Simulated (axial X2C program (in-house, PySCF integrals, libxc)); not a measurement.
## CsGa: cheaper levels and CCSD(T), two-component

Calculated with an axial X2C code built on PySCF integrals. Two-component (2c) means X2C with spin–orbit coupling and atomic mean-field two-electron Coulomb and Gaunt terms. Basis: Cs dyall-cv3z [15s15p9d4f1g], Ga dyall-cv3z [9s9p7d4f1g] (cores contracted in-house); Gaussian nuclei, density fitting, unrestricted open shells. Masses: Cs 132.905 u, Ga 68.926 u.

State: Ω = 2 (⟨Sz⟩ = 1.00, ⟨Lz⟩ = 1.00 at HF); fragments Cs + Ga.

```csv
level,Re (Å),ωe (cm⁻¹),De (eV)
PBE0,3.585,83.4,n/a
HF,3.796,76.2,n/a
MP2,3.631,82.8,0.349
CCSD,3.666,81.1,0.375
PW91,3.581,80.9,n/a
```

Correlated methods: 12 electrons correlated (number of frozen shells: Cs 4 s, 3 p, 2 d; Ga 3 s, 2 p, 1 d), 358 virtual spin orbitals or spinors in MP2, 90 natural virtuals in coupled cluster.

CCSD(T), same Hamiltonian and basis:

Re = 3.653 Å, ωe = 81.7 cm⁻¹, De = 0.40 eV; T1 = 0.017 (Lee–Taylor normalisation).

Question: Give the differences from CCSD(T) in the columns below.

Answer: 

```tsv
level	ΔRe (Å)	Δωe (cm⁻¹)	ΔDe (eV)
PBE0	-0.068	1.7	n/a
HF	0.143	-5.5	n/a
MP2	-0.022	1.1	-0.05
CCSD	0.013	-0.6	-0.03
PW91	-0.072	-0.8	n/a
```

Occupations by symmetry block were frozen at the best pattern of an incomplete PBE0 search. De is counted from the lowest determinant-based energies of the atoms at the same level, without counterpoise correction. De is not given where an atomic determinant may have missed its ground term or J level, or where the truncated virtual space spoils (T). Density functionals use the spin component along the axis (collinear). Coupled cluster ran in a truncated set of natural virtual spinors; the MP2 energy of the rest was added. (T) has no such correction and the atoms are truncated less, which lowers De at CCSD(T) by a hundredth of an eV or more. Other states lie close and PBE0, whose exact exchange favours high spin, may order them wrongly; the determinant shown need not be the ground state. The nearest other 2c determinant of the search, Ω = 1, lies 0.14 eV up at the distance of the search. Without a current term, density functionals place determinants with orbital angular momentum somewhat too high. The atomic limit has a lower orbital projection than the molecule and lies lower at mean-field level, so De may be about a tenth of an eV too small. With several unpaired electrons one determinant need not be a pure state. Open-shell Ω = 0 determinants with evenly filled partner blocks cannot be reached by this program, so the Ω shown need not be the lowest component. At some level and bond length an empty orbital lies below a filled one. With the outer-core shells frozen, correlated bond lengths of heavy atoms tend to come out a few hundredths of an ångström too long.
